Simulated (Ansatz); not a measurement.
F₃GeHO (`[OH][Ge]([F])([F])[F]`), relaxed with RKS PBE-D4/def2-SVP in Ansatz from a rough embedded geometry. The force threshold is 0.03 eV/Å; the program also tests the step.

The species carries charge 0 and has multiplicity 1.

Start:

```xyz
6

O     0.477   -1.247   -0.532
Ge   -0.241    0.270   -0.024
F    -1.508    0.645   -1.133
F    -0.934    0.164    1.544
F     0.947    1.573   -0.019
H     1.259   -1.405    0.164
```

Task: By how much does the energy fall, and how many steps does the optimiser take? (Best estimate.)

Result: Ansatz gave: 15.71 kJ/mol, in 4 steps.

Task: Which bonds change most? (Estimate.)

Result: Computed: O1–H6 from 1.058 to 0.978 Å; Ge2–F5 from 1.763 to 1.731 Å; Ge2–F4 from 1.718 to 1.731 Å; Ge2–F3 from 1.725 to 1.722 Å.

Task: Give the relaxed structure. (Best estimate.)

Result: Computed: 
```xyz
6

O     0.508   -1.242   -0.495
Ge   -0.235    0.276   -0.018
F    -1.483    0.635   -1.149
F    -0.934    0.213    1.565
F     0.892    1.590    0.001
H     1.252   -1.471    0.096
```
